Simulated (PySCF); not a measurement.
Computed shifts of a molecule C4H5BO2, PBE/pcSseg-1 run with PySCF, GIAO, gas phase, equivalent atoms averaged, in ppm (number of nuclei): ¹³C: 237.6 (1), 103.3 (1), 92.0 (1), 36.8 (1). ¹H: 6.16 (1), 3.08 (1), 2.58 (3). References: ¹³C against TMS (σ = 182.0 ppm); ¹¹B against BF3 (σ = 83.9 ppm); ¹⁷O against H2O (σ = 334.3 ppm); ¹H against TMS (σ = 31.49 ppm), references at their B3LYP-D3(BJ)/def2-TZVP geometries, non-relativistic. Coordinates come from a r2SCAN-D4/def2-SVP optimisation. One conformer was computed; it need not be the lowest.

Problem. Which molecule gave these data?
A) C=C1OC=CB1O
B) C#CB(O)C(C)=O
C) C=COB1C=CO1
D) C#CC(=C)B(O)O

Solution. B, C#CB(O)C(C)=O
